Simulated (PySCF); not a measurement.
**A survey of ³¹P NMR shifts**

[PySCF 2.14: geometry: GFN2-xTB; shielding tensors at PBE0/pcSseg-1 (GIAO); single conformer; relativity neglected; no solvent model; rapidly exchanging positions averaged]

Shieldings were converted by a linear fit to measured shifts: ³¹P (scatter 18.1 ppm rms vs H3PO4, solution or neat liquid). A few per cent of atoms miss by over 2 rms, more outside the fitted compound classes.

**Question.** Give the ³¹P shifts of `C#C[P@](=O)(C(=C)C)C(C)C`, `[PH3]=S`, `C=CC1=C(C)CC[P@@]1(C)=O`, `C=CC[P@](=O)(C=C)C1CC1`.

**Answer.** 
| compound | environment | δ (ppm) |
| --- | --- | --- |
| C#C[P@](=O)(C(=C)C)C(C)C | phosphorus bonded to 3 C, O | 2.9 |
| [PH3]=S | phosphorus bonded to S, 3 H | -83.2 |
| C=CC1=C(C)CC[P@@]1(C)=O | phosphorus bonded to 3 C, O, in a 5-membered ring | 36.1 |
| C=CC[P@](=O)(C=C)C1CC1 | phosphorus bonded to 3 C, O | 13.1 |

**Question.** Order these by ³¹P shift, lowest first.
A. [PH3]=S
B. C=C[P@@](C)(=O)C1=CCCC1
C. C=C(C)[P@@]1(=O)CC=C(C)C1
D. CC1=C(C)P1(=O)C1CCC1
E. C=C(C)P1CCC(=O)CC1

**Answer.** A (-83.2 ppm, phosphorus bonded to S, 3 H), D (-60.2 ppm, phosphorus bonded to 3 C, O, in a 3-membered ring), E (-37.5 ppm, phosphorus bonded to 3 C, in a 6-membered ring), B (-0.8 ppm, phosphorus bonded to 3 C, O), C (35.1 ppm, phosphorus bonded to 3 C, O, in a 5-membered ring).
